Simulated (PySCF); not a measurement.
## Ta²⁺ (tantalum, charge +2) across methods

[Xe] 4f14 5d2 6s1, high-spin 4F determinant (an excited configuration). Calculation: PySCF 2.14, in x2c-TZVPPall (11s7p7d3f1g, 97 functions); scalar relativity by spin-free X2C-1e. The B2PLYP total includes its PT2 part (frozen core); its orbital energies are those of the SCF part.

| method | E (hartree) | mean ε 4f β (eV) | mean ε 5d α (eV) | mean ε 6s α (eV) | Σ⟨r²⟩ (bohr²) | ⟨S²⟩ |
| --- | --- | --- | --- | --- | --- | --- |
| r2SCAN | -15604.46 | -43.914 | -22.014 | -20.381 | 45.27 | 3.752 |
| UHF | -15599.24049 | -59.279 | -26.707 | -22.493 | 45.47 | 3.755 |
| revPBE | -15604.78 | -43.467 | -21.490 | -20.143 | 45.36 | 3.751 |
| PBE0 | -15604.13 | -47.711 | -22.984 | -20.913 | 45.28 | 3.752 |
| PBE | -15604.35 | -43.531 | -21.504 | -20.239 | 45.37 | 3.751 |
| LDA | -15594.24 | -43.941 | -21.528 | -20.568 | 45.35 | 3.751 |
| B2PLYP | -15603.08 | -51.930 | -24.244 | -21.474 | 45.37 | 3.752 |

Question: Estimate the same row for PW91.

Answer: E (hartree) = -15605.94; mean ε 4f β (eV) = -43.642; mean ε 5d α (eV) = -21.572; mean ε 6s α (eV) = -20.328; Σ⟨r²⟩ (bohr²) = 45.36; ⟨S²⟩ = 3.751.

Spin-orbit coupling, absent here, splits the open shell strongly.
